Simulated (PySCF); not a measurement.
## Electronic structure of Ag(2+) (silver, charge +2) at the MN15 level

Configuration: [Kr] 4d9, 2D determinant. Calculation: PySCF 2.14, in def2-SVP with the def2 core potential (28 electrons) (5s3p2d1f, 31 functions); scalar relativity through the core potential.

| Property | Result |
| --- | --- |
| Total energy | -145.5492 hartree |
| One-electron energy | -245.5024 hartree |
| Hartree (Coulomb) energy | 113.0930 hartree |
| Exchange-correlation energy | -13.1399 hartree |
| ⟨S²⟩ | 0.7517 |
| ⟨L²⟩ | 6.008 |
| Sum of ⟨r⟩ | 19.90 bohr |
| Sum of ⟨r²⟩ | 27.41 bohr² |
| Traceless quadrupole moment −½Σ⟨3z² − r²⟩ along its main axis | -0.532 e·bohr² |
| Time after the integrals | 0.79 s of wall time on 1 thread of AMD EPYC 7R43 64-Core Processor (shared host) |

```csv
shell,electrons,mean orbital energy (hartree),spread (hartree),"rms radius, mean of both spins (bohr)"
4s α,1,-4.48377,0,0.980
4s β,1,-4.46579,0,0.980
4p α,3,-3.12676,0.05624,1.08
4p β,3,-3.10062,0.03167,1.08
4d α,5,-1.17792,0.05368,1.43
4d β,4,-1.15080,0.00322,1.43
```

Energies and moments cover only the electrons outside the core potential.
